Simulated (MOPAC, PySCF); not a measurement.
C$_{9}$H$_{9}$B, SMILES `CB1C=c2ccccc2=C1`, neutral singlet in the gas phase. 

Z-matrix (Å, degrees):
```
C
C 1 1.3687
H 2 1.1001 1 122.96
C 1 1.4526 2 130.28 3 -0.06
C 4 1.3666 1 119.88 2 -179.96
H 5 1.1011 4 120.12 1 179.95
H 4 1.1011 5 121.01 6 -0.02
C 5 1.4658 6 118.10 4 -179.99
C 8 1.3667 5 121.81 6 179.99
H 9 1.1011 8 121.01 5 -179.97
H 8 1.1011 9 120.10 10 0.02
C 9 1.4525 10 119.11 8 179.97
C 12 1.3689 9 130.28 10 -0.02
H 13 1.1000 12 122.97 9 0.07
B 13 1.5958 14 130.75 12 -178.92
C 15 1.5597 13 127.79 14 -2.15
H 16 1.1081 15 114.85 13 25.36
H 16 1.1085 17 110.35 15 -131.29
H 16 1.1193 17 105.91 18 -113.80
```
Charge 0, spin multiplicity 1.

All levels are single points at this geometry (PBE-D3(BJ)/def2-SVP); Pople sets use spherical d functions. Orbital energies aren't observables, and empty levels follow the basis.

HF/6-31G* in PySCF gives gap (eV) = 7.45.

Q: Estimate the gap (eV) from each of these levels: PBE-D3(BJ)/def2-TZVP in PySCF; B3LYP/3-21G in PySCF; B3LYP/6-311+G** in PySCF; B3LYP/6-31G* in PySCF; BP86/6-31G* in PySCF; M06-2X/6-31G* in PySCF; SVWN5/6-31G* in PySCF; HF/3-21G in PySCF; AM1 in MOPAC; PM3 in MOPAC; PM6 in MOPAC; PM7 in MOPAC.

A: 
```
level                          gap (eV)
-----------------------------  --------
PBE-D3(BJ)/def2-TZVP in PySCF      0.64
B3LYP/3-21G in PySCF               1.92
B3LYP/6-311+G** in PySCF           1.94
B3LYP/6-31G* in PySCF              1.94
BP86/6-31G* in PySCF               0.63
M06-2X/6-31G* in PySCF             4.10
SVWN5/6-31G* in PySCF              0.58
HF/3-21G in PySCF                  7.33
AM1 in MOPAC                       7.00
PM3 in MOPAC                       6.69
PM6 in MOPAC                       6.98
PM7 in MOPAC                       6.61
```
